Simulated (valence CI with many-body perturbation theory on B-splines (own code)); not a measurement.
# Nd28+: electric-dipole lines

Method: configuration interaction combined with many-body perturbation theory (CI+MBPT): four valence electrons over a frozen Dirac-Fock core [Ar] 3d10, radial functions for each j: 11 s, 11 p, 9 d, 7 f, 5 g, 2 h, 1 i, with the one-electron correlation potential Σ1 (screened to all orders), the two-electron term Σ2, the three-electron term Σ3, Breit, model QED; selected single and double excitations, second order for the rest (own B-spline code, finite nucleus).

The last digits are not significant, and no measured levels were compared; by estimate large intervals hold to a few tenths of a per cent, small ones and those within an open d or f shell to about a per cent.

Lines 51 to 100 of 221 in falling wavelength, among levels below 2088500 cm⁻¹, chosen from the strongest by gf and those to the six lowest levels. Wavelengths and rates use the calculated energies. Electric multipoles are in the length gauge, E1 and E2 with the static RPA response of the core. Weak lines are less certain than strong ones. Lines between different terms over intervals too small for the method are left out, as are lines whose strength nearly cancels. Where a level lies close to another of its J and parity, the split of strength between their lines is uncertain. The highest levels of a list are the least certain.

Levels are named by their leading jj configuration (3d3/2^4 stands for four electrons in 3d with j = 3/2), which in mixed levels can hold well under half, so a name can repeat and another be missing. Letters in brackets count levels of one name in rising energy.

```
λ vac (Å)                           Upper                       Lower   A (s⁻¹)  S (a.u.)
    142.2          (4s^2 4p1/2 4d3/2) J=1          (4s^2 4p3/2^2) J=2  6.73e+08  2.86e-03
    141.5      (4s 4p1/2 4p3/2^2) J=2 [a]      (4s^2 4p1/2 4p3/2) J=1  1.18e+10  8.23e-02
    141.5             (4p1/2 4p3/2^3) J=1  (4s 4p1/2 4p3/2^2) J=1 [b]  1.27e+10  5.33e-02
    140.5          (4s^2 4p1/2 4d5/2) J=2          (4s^2 4p3/2^2) J=2  1.65e+08  1.13e-03
    139.7          (4s 4p3/2^2 4d5/2) J=5      (4s^2 4p3/2 4d5/2) J=4  1.98e+10  2.93e-01
    137.7                   (4p3/2^4) J=0            (4s 4p3/2^3) J=1  5.05e+10  6.51e-02
    137.2          (4s 4p1/2 4p3/2^2) J=3      (4s^2 4p1/2 4p3/2) J=2  7.78e+09  6.94e-02
    135.1  (4s 4p1/2 4p3/2 4d5/2) J=2 [a]      (4s^2 4p1/2 4d3/2) J=2  2.51e+10  1.53e-01
    134.5           (4p1/2^2 4p3/2^2) J=2      (4s 4p1/2^2 4p3/2) J=1  8.53e+09  5.13e-02
    132.9             (4p1/2 4p3/2^3) J=2  (4s 4p1/2 4p3/2^2) J=1 [a]  5.05e+09  2.92e-02
    131.9  (4s 4p1/2 4p3/2 4d5/2) J=4 [c]      (4s^2 4p1/2 4d5/2) J=3  6.86e+09  6.99e-02
    131.2  (4s 4p1/2 4p3/2 4d5/2) J=3 [d]      (4s^2 4p1/2 4d5/2) J=2  6.12e+10  4.78e-01
    131.2                (4s 4p3/2^3) J=2          (4s^2 4p3/2^2) J=2  3.84e+10  2.14e-01
    130.8             (4p1/2 4p3/2^3) J=1  (4s 4p1/2 4p3/2^2) J=2 [b]  1.09e+10  3.60e-02
    130.2             (4p1/2 4p3/2^3) J=2  (4s 4p1/2 4p3/2^2) J=2 [b]  3.27e+10  1.78e-01
    129.2  (4s 4p1/2 4p3/2 4d3/2) J=3 [b]      (4s^2 4p1/2 4d3/2) J=2  3.15e+10  2.35e-01
    129.0  (4s 4p1/2 4p3/2 4d5/2) J=4 [d]      (4s^2 4p1/2 4d5/2) J=3  4.50e+10  4.28e-01
    128.9  (4s 4p1/2 4p3/2 4d5/2) J=3 [c]      (4s^2 4p1/2 4d5/2) J=3  6.80e+09  5.03e-02
    127.6  (4s 4p1/2 4p3/2 4d5/2) J=2 [b]      (4s^2 4p1/2 4d3/2) J=2  1.34e+10  6.86e-02
    127.5  (4s 4p1/2 4p3/2 4d5/2) J=1 [a]      (4s^2 4p1/2 4d5/2) J=2  1.26e+10  3.85e-02
    127.1      (4s 4p1/2 4p3/2^2) J=2 [b]      (4s^2 4p1/2 4p3/2) J=2  2.89e+10  1.47e-01
    127.1  (4s 4p1/2 4p3/2 4d3/2) J=1 [c]      (4s^2 4p1/2 4d3/2) J=2  1.30e+10  3.94e-02
    126.9  (4s 4p1/2 4p3/2 4d3/2) J=2 [c]      (4s^2 4p1/2 4d3/2) J=1  5.11e+10  2.58e-01
    126.1                (4s 4p3/2^3) J=1          (4s^2 4p3/2^2) J=0  1.88e+10  5.58e-02
    126.0  (4s 4p1/2 4p3/2 4d3/2) J=0 [b]      (4s^2 4p1/2 4d3/2) J=1  4.82e+10  4.76e-02
    125.9  (4s 4p1/2 4p3/2 4d5/2) J=2 [e]            (4s 4p3/2^3) J=2  7.04e+09  3.47e-02
    124.7      (4s 4p1/2 4p3/2^2) J=1 [a]      (4s^2 4p1/2 4p3/2) J=2  3.88e+08  1.11e-03
    124.4          (4s 4p1/2 4p3/2^2) J=0      (4s^2 4p1/2 4p3/2) J=1  5.70e+10  5.42e-02
    123.9          (4s 4p1/2^2 4p3/2) J=1          (4s^2 4p1/2^2) J=0  6.36e+10  1.79e-01
    123.3      (4s 4p1/2 4p3/2^2) J=2 [b]      (4s^2 4p1/2 4p3/2) J=1  1.09e+09  5.05e-03
    122.8  (4s 4p1/2 4p3/2 4d5/2) J=2 [c]      (4s^2 4p1/2 4d5/2) J=2  8.72e+09  3.99e-02
    122.5  (4s 4p1/2 4p3/2 4d5/2) J=2 [a]  (4s 4p1/2 4p3/2^2) J=2 [b]  1.20e+10  5.43e-02
    122.0  (4s 4p1/2 4p3/2 4d5/2) J=1 [b]      (4s^2 4p1/2 4d5/2) J=2  5.76e+10  1.55e-01
    121.8           (4p1/2^2 4p3/2^2) J=0      (4s 4p1/2^2 4p3/2) J=1  8.85e+10  7.89e-02
    121.6  (4s 4p1/2 4p3/2 4d5/2) J=2 [c]      (4s^2 4p1/2 4d3/2) J=1  9.19e+09  4.08e-02
    121.3  (4s 4p1/2 4p3/2 4d5/2) J=2 [d]      (4s^2 4p1/2 4d5/2) J=2  6.24e+09  2.75e-02
    121.1             (4p1/2 4p3/2^3) J=2      (4s 4p1/2 4p3/2^2) J=3  3.37e+10  1.48e-01
    121.0      (4s 4p1/2 4p3/2^2) J=1 [a]      (4s^2 4p1/2 4p3/2) J=1  8.18e+10  2.15e-01
    120.8  (4s 4p1/2 4p3/2 4d5/2) J=1 [b]      (4s^2 4p1/2 4d3/2) J=1  1.46e+10  3.81e-02
    120.7           (4p1/2^2 4p3/2^2) J=2      (4s 4p1/2^2 4p3/2) J=2  1.15e+10  4.99e-02
    120.5  (4s 4p1/2 4p3/2 4d5/2) J=3 [e]      (4s^2 4p1/2 4d5/2) J=3  6.99e+10  4.22e-01
    119.6  (4s 4p1/2 4p3/2 4d3/2) J=1 [d]      (4s^2 4p1/2 4d3/2) J=2  4.87e+10  1.23e-01
    118.9  (4s 4p1/2 4p3/2 4d5/2) J=2 [d]      (4s^2 4p1/2 4d5/2) J=3  1.30e+11  5.40e-01
    118.4      (4s 4p1/2 4p3/2^2) J=1 [b]      (4s^2 4p1/2 4p3/2) J=2  1.62e+11  3.98e-01
    118.4  (4s 4p1/2 4p3/2 4d5/2) J=2 [e]      (4s^2 4p1/2 4d5/2) J=2  6.44e+10  2.63e-01
    117.9                (4s 4p3/2^3) J=1          (4s^2 4p3/2^2) J=2  1.13e+11  2.73e-01
    117.9  (4s 4p1/2 4p3/2 4d3/2) J=1 [e]      (4s^2 4p1/2 4d3/2) J=1  5.56e+10  1.35e-01
    117.7  (4s 4p1/2 4p3/2 4d5/2) J=3 [d]      (4s^2 4p1/2 4d3/2) J=2  6.04e+09  3.40e-02
    117.6  (4s 4p1/2 4p3/2 4d3/2) J=3 [b]  (4s 4p1/2 4p3/2^2) J=2 [b]  2.11e+10  1.19e-01
    117.4          (4s 4p1/2^2 4d3/2) J=1      (4s 4p1/2^2 4p3/2) J=2  2.73e+09  6.55e-03
```
